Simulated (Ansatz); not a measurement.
Species: H$_{2}$Mg, SMILES `[MgH2]` (charge 0, multiplicity 1), formula H2Mg.

**Question.** How many basis functions does frozen-core CCSD(T)/def2-TZVPP // PBE0-D3(BJ)/def2-TZVP run with Ansatz (a program for electronic structure) use, how many core orbitals are frozen, and how many electrons are correlated?

**Answer.** 60 basis functions and 1 frozen orbitals, which leaves 12 correlated electrons. Core time is of the order of seconds.
